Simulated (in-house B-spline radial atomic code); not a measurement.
A fraction x of an electron is moved 3p → 3d in the scandium ion Sc²⁺, starting from [Ar] 3d1 and keeping the highest spin. Computed with an all-electron radial atomic-structure program (B-spline basis): scalar-relativistic (X2C) Hartree-Fock with fractional occupations, spin-polarised, spherical fractional occupations, Fermi nucleus of rms radius 3.5459 fm.

Caution: exact exchange at fractional occupations of open shells leaves self-interaction of up to several eV.

```json
{"x": "0", "E(x) - E(0) (eV)": "0.0000", "3p down level (eV)": "-58.613", "3d up level (eV)": "-13.489"}
{"x": "0.125", "E(x) - E(0) (eV)": "5.5533", "3p down level (eV)": "-57.821", "3d up level (eV)": "-14.098"}
{"x": "0.25", "E(x) - E(0) (eV)": "10.9296", "3p down level (eV)": "-57.001", "3d up level (eV)": "-14.706"}
{"x": "0.375", "E(x) - E(0) (eV)": "16.1258", "3p down level (eV)": "-56.154", "3d up level (eV)": "-15.313"}
{"x": "0.5", "E(x) - E(0) (eV)": "21.1390", "3p down level (eV)": "-55.285", "3d up level (eV)": "-15.919"}
{"x": "0.625", "E(x) - E(0) (eV)": "25.9666", "3p down level (eV)": "-54.396", "3d up level (eV)": "-16.523"}
{"x": "0.75", "E(x) - E(0) (eV)": "?", "3p down level (eV)": "?", "3d up level (eV)": "?"}
{"x": "0.875", "E(x) - E(0) (eV)": "?", "3p down level (eV)": "?", "3d up level (eV)": "?"}
{"x": "1", "E(x) - E(0) (eV)": "39.3157", "3p down level (eV)": "-51.627", "3d up level (eV)": "-18.325"}
```

(1) What belongs in the row x = 0.75?

(2) What belongs in the row x = 0.875?

(3) Check Janak's theorem between x = 0.125 and 0.25.

Results:

(1) An energy change of 30.6064 eV; 3p down at -53.488 eV, 3d up at -17.125 eV.

(2) An energy change of 35.0567 eV; 3p down at -52.565 eV, 3d up at -17.726 eV.

(3) The slope of the energy is 43.01 eV; the orbital levels give 43.01 eV (ε of the receiving orbital less ε of the emptying one, averaged over the two points).
